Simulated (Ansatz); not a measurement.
CH₅NOSi, SMILES `N=C[SiH2]O`. Charge 0, multiplicity 1.

```json
{"atom": "N1", "x (Å)": "1.4797", "y (Å)": "-0.3598", "z (Å)": "0.4167"}
{"atom": "C2", "x (Å)": "0.7483", "y (Å)": "-0.1100", "z (Å)": "-0.5927"}
{"atom": "Si3", "x (Å)": "-1.0620", "y (Å)": "0.2465", "z (Å)": "-0.1674"}
{"atom": "O4", "x (Å)": "-1.1308", "y (Å)": "0.1162", "z (Å)": "1.4624"}
{"atom": "H5", "x (Å)": "2.4520", "y (Å)": "-0.5496", "z (Å)": "0.1681"}
{"atom": "H6", "x (Å)": "1.1463", "y (Å)": "-0.1053", "z (Å)": "-1.6170"}
{"atom": "H7", "x (Å)": "-1.9450", "y (Å)": "-0.7394", "z (Å)": "-0.8448"}
{"atom": "H8", "x (Å)": "-1.4340", "y (Å)": "1.6077", "z (Å)": "-0.6353"}
{"atom": "H9", "x (Å)": "-0.2546", "y (Å)": "-0.1063", "z (Å)": "1.8100"}
```

**Question.** List the harmonic frequencies (cm⁻¹, unscaled) at PBE0-D4/def2-TZVP in Ansatz. (Best estimate.)

**Answer.** Ansatz gave: 141, 188, 428, 439, 470, 651, 713, 770, 828, 922, 981, 998, 1147, 1185, 1395, 1676, 2218, 2225, 3016, 3444, 3755.

**Question.** Is this a minimum?

**Answer.** Yes, all 21 modes are real.

**Question.** Give the ideal-gas thermochemistry at 298.15 K and 1 bar (rigid rotor, harmonic oscillator; point group Cs, symmetry number 1).

**Answer.** Zero-point energy 165.0 kJ/mol; H(298) − E = 181.8 kJ/mol; entropy 305.0 J/(mol·K), of which translation 162.7, rotation 104.7, vibration 37.6; G(298) − E = 90.9 kJ/mol.

**Question.** Rotational constants (cm⁻¹)?

**Answer.** 0.3697, 0.1557, 0.1139.
